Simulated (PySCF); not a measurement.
## Electron correlation in Sn(2+) (tin, charge +2)

[Kr] 4d10 5s1 6s1, high-spin 3S determinant (an excited configuration). All numbers are calculated (PySCF 2.14, the spin-free X2C one-electron Hamiltonian (Gaussian nucleus), in x2c-QZVPPall with one added diffuse shell each of s, p, d, f type (14s10p8d5f1g, 128 functions)). Frozen: [Ar] 3d10; 20 electrons correlated.

MP2 pair energies summed by pair of shells (mhartree):

| pair | energy | share (%) |
| --- | --- | --- |
| 4d-4d | -331.43 | 53.5 |
| 4p-4d | -121.76 | 19.7 |
| 4d-5s | -49.65 | 8.0 |
| 4p-4p | -42.48 | 6.9 |
| 4s-4d | -31.39 | 5.1 |
| 4s-4p | -17.48 | 2.8 |
| 4d-6s | -9.43 | 1.5 |
| 4p-5s | -5.75 | 0.9 |
| 5s-6s | -4.14 | 0.7 |
| 4s-4s | -3.68 | 0.6 |
| 4p-6s | -1.01 | 0.2 |
| 4s-5s | -0.74 | 0.1 |
| 4s-6s | -0.14 | 0.0 |

Total MP2 correlation energy: -619.08 mhartree.

Same-spin part -217.52 and opposite-spin part -401.56 mhartree; SCS-MP2 scales them by 1/3 and 6/5 to -554.38 mhartree.

This basis was not built for core-valence correlation, so the inner-shell part is incomplete.
